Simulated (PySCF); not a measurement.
Ga(AsH2)(H)2 (AsGaH4), SMILES [GaH2][AsH2]. Atoms are numbered in the order given.

```xyz
6

Ga    -1.2218     0.0053     0.0000
As     1.1901    -0.0621     0.0000
H      1.2947     0.9720     1.1098
H      1.2947     0.9720    -1.1098
H     -1.9927    -0.0304    -1.3671
H     -1.9927    -0.0304     1.3671
```

Coordinates come from a PBE0-D3(BJ)/def2-TZVP optimisation.

Calculation: PBE/def2-TZVPD (PySCF).

Symmetry labels are those of the subgroup Cs that the program uses (full group Cs).

Computed valence orbital energies around the gap with their symmetry:
```csv
orbital,symmetry,energy (eV)
HOMO−7,A",-19.89
HOMO−6,A',-19.86
HOMO−5,A',-15.50
HOMO−4,A',-10.89
HOMO−3,A",-9.16
HOMO−2,A',-7.60
HOMO−1,A",-7.37
HOMO,A',-6.17
LUMO,A',-2.56
LUMO+1,A',-0.74
LUMO+2,A',-0.60
LUMO+3,A",-0.55
```
